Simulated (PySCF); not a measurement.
**Induced dipoles and field energies**

SiH(NMe2)3, C6H19N3Si.
Geometry (PBE0-D3(BJ)/def2-SVP, Å), atoms numbered from 1 in this order:
```xyz
29
C6H19N3Si angstrom
Si    -0.0857    0.0900    0.7120
H     -0.2559    0.2850    2.1877
N      1.6023    0.0986    0.3170
C      2.1731    0.8393   -0.7729
C      2.5300   -0.7121    1.0585
H      2.9836    1.5137   -0.4314
H      1.4022    1.4603   -1.2521
H      2.6070    0.1800   -1.5525
H      2.0312   -1.1791    1.9226
H      2.9636   -1.5310    0.4487
H      3.3758   -0.1129    1.4488
N     -0.9121    1.3883   -0.0858
C     -1.5960    1.2317   -1.3402
C     -0.8091    2.7417    0.3876
H     -2.6201    1.6524   -1.2984
H     -1.6846    0.1640   -1.5908
H     -1.0743    1.7334   -2.1815
H     -0.3670    2.7652    1.3964
H     -0.1774    3.3807   -0.2635
H     -1.8035    3.2244    0.4509
N     -0.7766   -1.4408    0.2865
C     -2.0429   -1.8534    0.8281
C     -0.2166   -2.3276   -0.6962
H     -2.8497   -1.8661    0.0671
H     -2.3614   -1.1694    1.6306
H     -1.9882   -2.8709    1.2627
H      0.7588   -1.9468   -1.0337
H     -0.0602   -3.3452   -0.2864
H     -0.8657   -2.4356   -1.5893
```

Level: CAM-B3LYP/def2-SVPD (PySCF); nuclei fixed, core orbitals frozen in the response. Permanent dipole (0.084, -0.058, -0.594) D (1 au = 2.5417 D). Static polarisability (au):

```
x   129.70   0.18   1.15
y     0.18 130.45  -1.99
z     1.15  -1.99 114.84
```

Only the terms in μ and α are kept: μ(F) = μ + αF and ΔE = −μ·F − ½ F·αF.

A field of 0.005 au (0.257 V/Å) is applied along each axis in both senses. Find the induced dipole, the size of the total dipole and the two energy terms.

```tsv
field along	induced x (D)	induced y (D)	induced z (D)	total size (D)	−μ·F (kJ/mol)	−½F·αF (kJ/mol)
+x	1.648	0.002	0.015	1.827	-0.434	-4.257
−x	-1.648	-0.002	-0.015	1.680	+0.434	-4.257
+y	0.002	1.658	-0.025	1.718	+0.300	-4.281
−y	-0.002	-1.658	0.025	1.809	-0.300	-4.281
+z	0.015	-0.025	1.459	0.875	+3.068	-3.769
−z	-0.015	0.025	-1.459	2.055	-3.068	-3.769
```

For the field (0.0010, -0.0030, 0.0025) au, what is the induced dipole, and what angle does it make with the field?

αF = (0.336, -1.007, 0.748) D, at 3.2° to the field. The polarisability along this direction, F·αF/F², is 126.52 au, against a mean of 125.00 au.

Which field along μ doubles the dipole in that direction (linear response)?

The polarisability along the dipole is 114.57 au, so F = 0.2371 au / 114.57 au = 0.0021 au = 0.11 V/Å; higher-order terms are ignored.

What field makes μF equal to kT at 400 K?

kT = 1.2667 × 10⁻³ Eh, so F = 0.00534 au = 27.5 MV/cm.

Induction energy −ᾱe²/2R⁴ of a unit charge at 10 Å, the molecule taken as a point?

R = 18.90 bohr, so the energy is −125.0/(2 × 18.90⁴) Eh = -1.29 kJ/mol. The charge–dipole term at its most favourable orientation, −μe/R², is -1.74 kJ/mol.

The structure is a single PBE0-D3(BJ)/def2-SVP conformer in the gas phase; no vibrational or solvent corrections.
